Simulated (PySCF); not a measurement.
C₃H₇, charge -1, singlet, geometry from GFN2-xTB (in this run its highest filled SCF level lies above zero, so its values depend strongly on the basis, on diffuse functions most of all); PySCF with DF-M06/def2-TZVP.

Input for PySCF:
```python
from pyscf import gto, scf, dft

mol = gto.M(
    atom='''
C    -0.10780469    0.00054251    0.68004084
C    -0.02190610    1.23344102   -0.21846953
C    -0.00646224   -1.23439269   -0.21405251
H     0.84309050    0.00760359    1.30038358
H     0.01296381    2.15358899    0.38110298
H     0.03990771   -2.15188010    0.38880905
H     0.85762803    1.28590022   -0.92185351
H    -0.91331302    1.30302432   -0.86049058
H    -0.89691409   -1.31742471   -0.85580041
H     0.87367531   -1.27835733   -0.91726391
''',
    basis='def2-tzvp',
    charge=-1,
    verbose=4,
)

mf = dft.RKS(mol)
mf.xc = 'm06'
mf = mf.density_fit(auxbasis='def2-universal-jkfit')
mf.kernel()
mf.analyze()
```

What the program printed (banner, timings and long lists left out):

```
PySCF version 2.14.0

[INPUT] verbose = 4
[INPUT] num. atoms = 10
[INPUT] num. electrons = 26
[INPUT] charge = -1
[INPUT] spin (= nelec alpha-beta = 2S) = 0
[INPUT] symmetry False subgroup None
[INPUT] Mole.unit = angstrom
[INPUT] Symbol           X                Y                Z      unit          X                Y                Z       unit  Magmom
[INPUT]  1 C     -0.107804690000   0.000542510000   0.680040840000 AA   -0.203721339044   0.001025195320   1.285090941119 Bohr   0.0
[INPUT]  2 C     -0.021906100000   1.233441020000  -0.218469530000 AA   -0.041396529457   2.330865718604  -0.412847578262 Bohr   0.0
[INPUT]  3 C     -0.006462240000  -1.234392690000  -0.214052510000 AA   -0.012211863751  -2.332664114265  -0.404500620176 Bohr   0.0
[INPUT]  4 H      0.843090500000   0.007603590000   1.300383580000 AA    1.593210143223   0.014368702663   2.457368823081 Bohr   0.0
[INPUT]  5 H      0.012963810000   2.153588990000   0.381102980000 AA    0.024498050431   4.069693375979   0.720180257456 Bohr   0.0
[INPUT]  6 H      0.039907710000  -2.151880100000   0.388809050000 AA    0.075414642159  -4.066464041902   0.734742619252 Bohr   0.0
[INPUT]  7 H      0.857628030000   1.285900220000  -0.921853510000 AA    1.620682093450   2.429999239318  -1.742050660869 Bohr   0.0
[INPUT]  8 H     -0.913313020000   1.303024320000  -0.860490580000 AA   -1.725911473799   2.462359098448  -1.626091528968 Bohr   0.0
[INPUT]  9 H     -0.896914090000  -1.317424710000  -0.855800410000 AA   -1.694921987363  -2.489571891635  -1.617228392190 Bohr   0.0
[INPUT] 10 H      0.873675310000  -1.278357330000  -0.917263910000 AA    1.651007057694  -2.415745243030  -1.733377573848 Bohr   0.0

nuclear repulsion = 75.0890104339289
number of shells = 61
number of NR pGTOs = 194
number of NR cGTOs = 135
basis = def2-tzvp
ecp = {}

******** <class 'pyscf.df.df_jk.DFRKS'> ********
method = DFRKS
initial guess = minao
damping factor = 0
level_shift factor = 0
DIIS = <class 'pyscf.scf.diis.CDIIS'>
diis_start_cycle = 1
diis_space = 8
diis_damp = 0
SCF conv_tol = 1e-09
SCF conv_tol_grad = None
SCF max_cycles = 50
direct_scf = False
XC library pyscf.dft.libxc version 7.1.2
    S. Lehtola, C. Steigemann, M. J. T. Oliveira, and M. A. L. Marques,  SoftwareX 7, 1–5 (2018)
XC functionals = m06
    Y. Zhao and D. G. Truhlar,  Theor. Chem. Acc. 120, 215 (2008)
    Y. Zhao and D. G. Truhlar,  Theor. Chem. Acc. 120, 215 (2008)
radial grids:
    Treutler-Ahlrichs [JCP 102, 346 (1995); DOI:10.1063/1.469408] (M4) radial grids

becke partition: Becke, JCP 88, 2547 (1988); DOI:10.1063/1.454033
pruning grids: <function nwchem_prune>
grids dens level: 3
symmetrized grids: False
atomic radii adjust function: <function treutler_atomic_radii_adjust>
small_rho_cutoff = 0
Set gradient conv threshold to 3.16228e-05
Initial guess from minao.
tot grids = 111016
******** <class 'pyscf.df.df.DF'> ********
auxbasis = def2-universal-jkfit
init E= -118.324724946105
  HOMO = -0.209741838851574  LUMO = 0.0161708996753163  gap/eV = 6.14740
cycle= 1 E= -118.243921439176  delta_E= 0.0808  |g|= 0.676  |ddm|= 2.12
  HOMO = 0.215155327025087  LUMO = 0.244651552395055  gap/eV = 0.80263
cycle= 2 E= -117.603402652252  delta_E= 0.641  |g|= 1.47  |ddm|=  113
  HOMO = 0.0588381460445113  LUMO = 0.202608332749801  gap/eV = 3.91219
cycle= 3 E= -118.384547262491  delta_E= -0.781  |g|= 0.19  |ddm|=  112
  HOMO = 0.0737371763093293  LUMO = 0.209889329297692  gap/eV = 3.70489
cycle= 4 E= -118.392739476549  delta_E= -0.00819  |g|= 0.0822  |ddm|= 0.58
  HOMO = 0.0678337388299006  LUMO = 0.217852598356611  gap/eV = 4.08222
cycle= 5 E= -118.394496686187  delta_E= -0.00176  |g|= 0.014  |ddm|= 0.467
  HOMO = 0.0674919469931332  LUMO = 0.217376926630202  gap/eV = 4.07858
cycle= 6 E= -118.394547548439  delta_E= -5.09e-05  |g|= 0.00271  |ddm|= 0.0858
  HOMO = 0.0674208815485429  LUMO = 0.216965061270955  gap/eV = 4.06930
cycle= 7 E= -118.394550477286  delta_E= -2.93e-06  |g|= 0.000857  |ddm|= 0.0211
  HOMO = 0.0673756318490604  LUMO = 0.216909917391373  gap/eV = 4.06904
cycle= 8 E= -118.394550802807  delta_E= -3.26e-07  |g|= 0.000226  |ddm|= 0.00726
  HOMO = 0.0673545295581839  LUMO = 0.216904190990693  gap/eV = 4.06945
cycle= 9 E= -118.394550823086  delta_E= -2.03e-08  |g|= 4.52e-05  |ddm|= 0.00143
  HOMO = 0.0673451245795569  LUMO = 0.216900941714648  gap/eV = 4.06962
cycle= 10 E= -118.394550824163  delta_E= -1.08e-09  |g|= 5.73e-06  |ddm|= 0.000438
  HOMO = 0.0673459859026551  LUMO = 0.216900703163347  gap/eV = 4.06959
cycle= 11 E= -118.394550824175  delta_E= -1.22e-11  |g|= 2.56e-06  |ddm|= 4.25e-05
  HOMO = 0.0673459357955259  LUMO = 0.216900749410538  gap/eV = 4.06959
Extra cycle  E= -118.394550824174  delta_E= 8.24e-13  |g|= 3.16e-06  |ddm|= 1.45e-05
converged SCF energy = -118.394550824174
**** SCF Summaries ****
Total Energy =                        -118.394550824174232
Nuclear Repulsion Energy =              75.089010433928948
One-electron Energy =                 -312.081133779098025
Two-electron Energy =                  118.597572520994831
Two-electron Coulomb Energy =          137.548860946647011
DFT Exchange-Correlation Energy =      -18.951288425652184
HOMO-LUMO gap [eV] =                     4.069593764427243
**** MO energy ****
MO #1   energy= -10.016392374362   occ= 2
MO #2   energy= -10.0163784964179  occ= 2
MO #3   energy= -9.94785381540019  occ= 2
MO #4   energy= -0.54528829637422  occ= 2
MO #5   energy= -0.471978090695565 occ= 2
MO #6   energy= -0.333270105590277 occ= 2
MO #7   energy= -0.230928224047322 occ= 2
MO #8   energy= -0.211865324484302 occ= 2
MO #9   energy= -0.191368724384464 occ= 2
MO #10  energy= -0.175436646571875 occ= 2
MO #11  energy= -0.110275648143596 occ= 2
MO #12  energy= -0.0991179077503875 occ= 2
MO #13  energy= 0.0673459357955259 occ= 2
MO #14  energy= 0.216900749410538  occ= 0
MO #15  energy= 0.246814636813126  occ= 0
MO #16  energy= 0.267461011642175  occ= 0
MO #17  energy= 0.277265259211664  occ= 0
MO #18  energy= 0.286553164872343  occ= 0
MO #19  energy= 0.299756478131025  occ= 0
MO #20  energy= 0.316707068582072  occ= 0
MO #21  energy= 0.341364885884811  occ= 0
 ** Mulliken pop on meta-lowdin orthogonal AOs  **
 ** Mulliken pop  **
 ** Mulliken atomic charges  **
charge of    0C =     -0.60062
charge of    1C =     -0.31020
charge of    2C =     -0.31023
charge of    3H =      0.00284
charge of    4H =      0.06338
charge of    5H =      0.06339
charge of    6H =     -0.01197
charge of    7H =      0.05769
charge of    8H =      0.05768
charge of    9H =     -0.01195

WARN: System has nonzero charge -1; the dipole moment is origin-dependent.
Location of origin: [0. 0. 0.]

Dipole moment(X, Y, Z, Debye):  0.75728,  0.00142, -1.92967
```
